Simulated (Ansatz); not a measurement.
`C=C/C=C\F` + `[AlH2][SH]` → `F/C=C/[S][AlH2]` + ethylene  (substitution at a C–C bond)

Isolated molecules relaxed with PBE0-D4/def2-TZVP in Ansatz; ΔE leaves out vibrations. CCSD(T)/CBS adds triple-zeta CCSD(T) − MP2 to the extrapolated MP2 energy (def2 sets, frozen cores). This one scheme is used for every species. Double bonds are as drawn, so ΔE can hold a change between cis and trans. Functionals use def2-TZVPP. One conformer a species, not always the lowest.

**Question.** Is it downhill or uphill in electronic energy at CCSD(T)/CBS, and by how much? (Best estimate.)

**Answer.** Computed: Uphill: ΔE = +51.9 kJ/mol.

**Question.** What do these levels give: ωB97M-V, SCS-MP2/def2-TZVPP, CCSD/def2-TZVPP, CCSD(T)/def2-TZVPP, HF/CBS(def2), CCSD/CBS(def2)? (Best estimate.)

**Answer.** Computed: ωB97M-V 47.1, SCS-MP2/def2-TZVPP 53.4, CCSD/def2-TZVPP 58.0, CCSD(T)/def2-TZVPP 53.8, HF/CBS(def2) 73.5, CCSD/CBS(def2) 56.0 kJ/mol.

Largest T1 diagnostic among the species: 0.013.

In def2-TZVPP, CCSD(T) changes the Hartree–Fock value by −19.8 kJ/mol (the triples alone add −4.1 kJ/mol) and MP2 by −24.4 kJ/mol. The D4 term adds −5.5 kJ/mol with B3LYP and −2.7 kJ/mol with PBE0; it sums over pairs of atoms, weighted by their polarisabilities, and B3LYP, whose exchange is more repulsive, gets the larger term.

B3LYP here is the variant with VWN-RPA as its local correlation; programs differ in this.
